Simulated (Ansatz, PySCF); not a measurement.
Sn(CF3)(H)3 (CH3F3Sn), SMILES F[C](F)(F)[SnH3]. Atoms are numbered in the order given.

```xyz
8

Sn     0.0000     0.0000    -0.9757
C      0.0000     0.0000     1.2394
F     -1.1907     0.3883     1.7385
F      0.9316     0.8371     1.7384
F      0.2591    -1.2254     1.7385
H     -1.2171    -1.0927    -1.4822
H      1.5549    -0.5076    -1.4820
H     -0.3378     1.6004    -1.4821
```
Charge 0, spin multiplicity 1.

Geometry optimised at B3LYP-D3(BJ)/def2-SVP. The structure was generated by enumeration; whether it is a known compound was not checked. The def2 effective core potentials stand for the cores of Sn; spin–orbit coupling is left out.

Two levels are set side by side: PBE-D3(BJ)/def2-SVP (Ansatz, a first-principles code) and B3LYP-D3(BJ)/def2-SVP (Ansatz). Each level has its own optimised geometry; the coordinates shown are those of the second. Frequencies come from the Hessian of PySCF at each geometry. Differences are taken from unrounded values.

```csv
quantity,B3LYP-D3(BJ)
mean bond length (Å),1.628
bond Sn1–C2 (Å),2.215
bond C2–F3 (Å),1.348
bond C2–F4 (Å),1.348
bond C2–F5 (Å),1.348
bond Sn1–H6 (Å),1.712
bond Sn1–H7 (Å),1.712
bond Sn1–H8 (Å),1.712
highest harmonic wavenumber (cm⁻¹),1939
mean harmonic wavenumber (cm⁻¹),818
zero-point energy (kcal/mol),21.04
```

Q: What does PBE-D3(BJ) give, and how far is it from B3LYP-D3(BJ)? (Estimate from the structure and the level; the computed values follow.)

A: 
```tsv
quantity	PBE-D3(BJ)	PBE-D3(BJ) minus B3LYP-D3(BJ)
mean bond length (Å)	1.637	0.009
bond Sn1–C2 (Å)	2.221	0.006
bond C2–F3 (Å)	1.357	0.009
bond C2–F4 (Å)	1.357	0.009
bond C2–F5 (Å)	1.357	0.009
bond Sn1–H6 (Å)	1.722	0.010
bond Sn1–H7 (Å)	1.722	0.010
bond Sn1–H8 (Å)	1.722	0.010
highest harmonic wavenumber (cm⁻¹)	1893	-46
mean harmonic wavenumber (cm⁻¹)	791	-27
zero-point energy (kcal/mol)	20.36	-0.68
```

Exact exchange shortens and stiffens bonds; PBE has none. Differences between two approximate levels are no errors against the true value.
